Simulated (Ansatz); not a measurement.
`C[SiH2][AlH][O][SiH3]`. Total charge 0; spin multiplicity 1. The geometry is a stationary point of PBE0-D4/def2-TZVP. It is one conformer, not always the lowest.

```xyz
14

C    -0.909   -1.897    0.094
Si    0.096   -1.405   -1.420
Al    0.962    0.887   -1.297
O     0.676    1.749    0.130
Si    0.181    2.136    1.627
H    -1.774   -1.243    0.215
H    -1.268   -2.925    0.006
H    -0.305   -1.822    1.001
H    -0.742   -1.557   -2.649
H     1.238   -2.354   -1.593
H     1.774    1.652   -2.424
H    -0.906    3.149    1.559
H    -0.338    0.935    2.340
H     1.314    2.696    2.410
```

(1) What is the dipole moment at r2SCAN/def2-TZVPP? (Best estimate.)

(2) And with PBE, B3LYP, ωB97M-V? (An estimate is asked.)

(3) Give the Mulliken charges with r2SCAN, B3LYP, PBE in def2-TZVPP. (Best estimate.)

Results:

(1) Computed: 0.79 D, with components (-0.43, -0.60, 0.28) D in this frame, pointing from negative to positive charge.

(2) Ansatz gave: PBE 0.80 D, B3LYP 0.73 D, ωB97M-V 0.70 D.

(3) The calculation gave: 
| atom | r2SCAN | B3LYP | PBE |
| --- | --- | --- | --- |
| C1 | -0.30 | -0.38 | -0.36 |
| Si2 | 0.08 | 0.12 | 0.04 |
| Al3 | 0.53 | 0.44 | 0.38 |
| O4 | -0.39 | -0.34 | -0.26 |
| Si5 | 0.40 | 0.37 | 0.29 |
| H6 | 0.08 | 0.10 | 0.11 |
| H7 | 0.08 | 0.11 | 0.11 |
| H8 | 0.08 | 0.11 | 0.11 |
| H9 | -0.08 | -0.08 | -0.06 |
| H10 | -0.08 | -0.08 | -0.06 |
| H11 | -0.14 | -0.13 | -0.10 |
| H12 | -0.09 | -0.08 | -0.07 |
| H13 | -0.09 | -0.08 | -0.07 |
| H14 | -0.09 | -0.08 | -0.07 |

B3LYP here is the variant with VWN-RPA as its local correlation; programs differ in this.
